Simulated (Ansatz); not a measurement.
Start from `O[SiH2][SiH](F)Cl` and change one atom or group to get `B[SiH](F)Cl`.

Ansatz, PBE0-D4/def2-TZVP geometries, multiplicity 1. Each molecule was computed in one conformer, which needn't be the lowest.

| property | `O[SiH2][SiH](F)Cl` |
| --- | --- |
| HOMO–LUMO gap (PBE/def2-TZVPP) / eV | 4.91 |
| HOMO–LUMO gap (ωB97M-V/def2-TZVPP) / eV | 10.87 |
| size of the dipole moment (PBE/def2-TZVPP) / D | 0.73 |
| LUMO energy (ωB97M-V/def2-TZVPP) / eV | 0.71 |
| size of the dipole moment (B3LYP/def2-TZVPP) / D | 0.71 |
| HOMO–LUMO gap (B3LYP/def2-TZVPP) / eV | 6.67 |

(1) Give the same properties after the change, and the shifts. (An estimate is asked.)

## Answers

(1) Ansatz gave: 
| property | `B[SiH](F)Cl` | shift |
| --- | --- | --- |
| HOMO–LUMO gap (PBE/def2-TZVPP) / eV | 3.32 | -1.59 |
| HOMO–LUMO gap (ωB97M-V/def2-TZVPP) / eV | 9.76 | -1.11 |
| size of the dipole moment (PBE/def2-TZVPP) / D | 1.47 | 0.74 |
| LUMO energy (ωB97M-V/def2-TZVPP) / eV | -0.91 | -1.62 |
| size of the dipole moment (B3LYP/def2-TZVPP) / D | 1.66 | 0.95 |
| HOMO–LUMO gap (B3LYP/def2-TZVPP) / eV | 5.22 | -1.45 |

With PBE0 the HOMO falls by 0.42 eV and the LUMO falls by 1.84 eV, so the gap narrows by about 1.42 eV. PBE moves the HOMO by -0.41 eV and ωB97M-V by -0.51 eV. Dipoles are sizes alone; their direction can turn.

B3LYP here is the variant with VWN-RPA as its local correlation; programs differ in this.
